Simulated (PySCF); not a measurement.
Dipole moment and polarisability of monobromosilylene

Compound: monobromosilylene, BrHSi (singlet state).
Cartesian coordinates in Å at the PBE0-D3(BJ)/def2-SVP level; atoms count from 1:
```xyz
3
BrHSi angstrom
Si    -0.3969    0.7738   -0.0042
Br     1.6140   -0.2396   -0.0242
H     -1.1941   -0.5393    0.0033
```

Level: PBE0/def2-SVPD (PySCF), static field, nuclei fixed, core orbitals frozen in the response. The polarisability tensor in these axes (au):

```
x   67.56 -8.50 -0.24
y   -8.50 52.57  0.09
z   -0.24  0.09 43.74
```

**Question.** What are the eigenvalues, a third of the trace, and Δα (Δα² = ½Σ(αi − αj)² over the three pairs)?

**Answer.** Principal values 43.73, 48.74 and 71.40 au; mean 54.62 au = 8.09 Å³ = 9.01 × 10⁻⁴⁰ C²·m²/J; Δα = 25.53 au (47 % of the mean).

**Question.** What is the dipole moment, and where does it point?

**Answer.** (-1.04, 0.18, 0.01) D, 1.06 D in size, pointing from the negative to the positive side. Measured along this direction, the outermost atoms are Br2 at the negative end and H3 at the positive end.

**Question.** Along which axes do the principal values lie, and how far do the nuclei extend along each?

**Answer.** Largest value along (0.91, -0.41, -0.01), where the nuclei span 2.44 Å; middle along (0.41, 0.91, 0.00), 1.52 Å; least along (0.01, 0.00, 1.00), 0.00 Å. The response follows the extents in order.

**Question.** What would n − 1 = 2πNα be for an ideal gas of these molecules at 400 K and 1 atm, electronic part alone?

**Answer.** N = p/kT = 1.8347 × 10¹⁹ cm⁻³, so n − 1 = 2π × N × 8.09 × 10⁻²⁴ cm³ = 933 × 10⁻⁶ at long wavelengths.

**Question.** Form Σ f/ω² (atomic units) for the 10 lowest TDDFT singlets, given as eV and f, and set it beside the mean polarisability, which is this sum over all singlets: 2.53, 0.0096; 4.47, 0.0072; 5.04, 0.0029; 5.42, 0.1510; 5.58, 0.0011; 6.39, 0.0744; 7.23, 0.0466; 7.26, 0.0117; 7.55, 0.1986; 7.78, 0.0961.

**Answer.** They add up to 11.23 au, 20.6 % of the 54.62 au; the largest single term is 3.81 au, from the state at 5.42 eV. Terms in order: 1.11, 0.27, 0.08, 3.81, 0.03, 1.35, 0.66, 0.16, 2.58, 1.17 au. Higher excitations give the rest. The strengths listed sum to 0.599.

**Question.** Orientational against electronic polarisability at 350 K (dilute gas, rigid molecules)?

**Answer.** In Gaussian units μ²/3kT = 7.70 Å³ against 8.09 Å³, a ratio of 0.95; the Debye molar polarisation (4π/3)N_A(α + μ²/3kT) is 39.9 cm³/mol, leaving out the vibrational part.

Geometry: PBE0-D3(BJ)/def2-SVP; no solvent, vibrations or thermal averaging. The calculation is non-relativistic, for bromine too.

The run behind these numbers computed excited states and ΔSCF ions as well. Hardware: x86-64 server, one thread (shared host). Cost: 4.4 s of wall time.
